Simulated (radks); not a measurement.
Values are calculated unless marked as measured or tabulated.
Task: The mean radii <r> (bohr) of the occupied orbitals of an atom or ion are listed with their occupations. Code: a radial shooting solver on a logarithmic mesh with Libxc functionals. Model: scalar-relativistic Kohn-Sham, Wu-Cohen GGA, spin-polarised, spherical densities, point nucleus.

orbital  occ.      <r>
1s up       1  0.01932
1s down     1  0.01932
2s up       1  0.08184
2s down     1  0.08184
2p up       3  0.07292
2p down     3  0.07292
3s up       1   0.2127
3s down     1   0.2126
3p up       3   0.2124
3p down     3   0.2123
3d up       5   0.1925
3d down     5   0.1925
4s up       1   0.4768
4s down     1   0.4769
4p up       3   0.5059
4p down     3   0.5061
4d up       5   0.5430
4d down     5   0.5434
5s up       1    1.121
5s down     1    1.123
5p up       3    1.288
5p down     3    1.287
4f up       7   0.6553
4f down     5   0.6591
6s up       1    2.533

Name the element and its charge. Open shells, if any, are filled with parallel spins first.

Result: Z = 71, lutetium, charge +4: Lu4+ in [Xe] 4f12 6s1. The 1s radius gives Z: for a bare nucleus <r> = (2 gamma + 1)/(2Z) with gamma = sqrt(1 - (Z/c)^2), 0.01909 bohr for Z = 71, and screening makes it slightly larger (0.01932 here). The occupations add up to 67, and the charge is Z minus that.
